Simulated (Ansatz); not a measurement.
Reaction (isomerisation): `CC(=O)O[SiH2]Cl` → `O=CC[SiH](O)Cl`

Calculated with Ansatz (gas phase, PBE0-D4/def2-TZVP geometries, no zero-point term in ΔE). CCSD(T)/CBS adds triple-zeta CCSD(T) − MP2 to the extrapolated MP2 energy (def2 sets, frozen cores). DFT in def2-TZVPP. B3LYP here is the variant with VWN-RPA as its local correlation; programs differ in this. Each species was taken in one conformer, which may not be the lowest.

`CC(=O)O[SiH2]Cl`:

Z-matrix (Å, degrees):
```
C
C 1 1.491
H 1 1.092 2 109.5
H 1 1.092 2 109.5 3 -117.2
H 1 1.087 2 110.0 3 121.4
O 2 1.207 1 125.9 3 -121.2
O 2 1.342 1 113.6 3 58.8
Si 7 1.689 2 112.9 1 -180.0
Cl 8 2.045 7 103.2 2 -180.0
H 8 1.472 7 111.0 2 64.5
H 8 1.472 7 111.0 2 -64.5
```

`O=CC[SiH](O)Cl`:

```xyz
11

O     0.243    1.434   -2.278
C     0.151    0.330   -1.814
C    -0.671   -0.006   -0.614
Si    0.333    0.013    0.961
O    -0.685   -0.479    2.138
Cl    1.917   -1.288    0.773
H     0.711   -0.519   -2.257
H    -1.470    0.729   -0.490
H    -1.096   -1.011   -0.700
H     0.922    1.339    1.243
H    -0.356   -0.541    3.037
```

```
             level  ΔE (kJ/mol)  difference from CCSD(T)/CBS
            PBE-D4         12.7                          4.9
         r2SCAN-D4         16.3                          8.5
           PBE0-D4         12.9                          5.1
          B3LYP-D4         12.4                          4.6
           ωB97X-V         17.6                          9.8
           ωB97M-V         12.9                          5.1
            B2PLYP         13.7                          5.9
               PBE         14.5                          6.7
            r2SCAN         16.7                          8.9
              PBE0         14.6                          6.8
             B3LYP         15.4                          7.6
     HF/def2-TZVPP         23.6                         15.8
    MP2/def2-TZVPP          7.8                          0.0
SCS-MP2/def2-TZVPP         10.6                          2.8
   CCSD/def2-TZVPP         11.0                          3.2
CCSD(T)/def2-TZVPP         11.5                          3.7
     HF/def2-QZVPP         23.5                         15.7
    MP2/def2-QZVPP          5.6                         -2.2
SCS-MP2/def2-QZVPP          8.2                          0.4
      HF/CBS(def2)         23.5                         15.7
     MP2/CBS(def2)          4.0                         -3.8
    CCSD/CBS(def2)          7.3                         -0.5
       CCSD(T)/CBS          7.8                            0
```

Largest T1 diagnostic among the species: 0.014.

In def2-TZVPP, CCSD(T) changes the Hartree–Fock value by −12.0 kJ/mol (the triples alone add +0.5 kJ/mol) and MP2 by −15.8 kJ/mol.
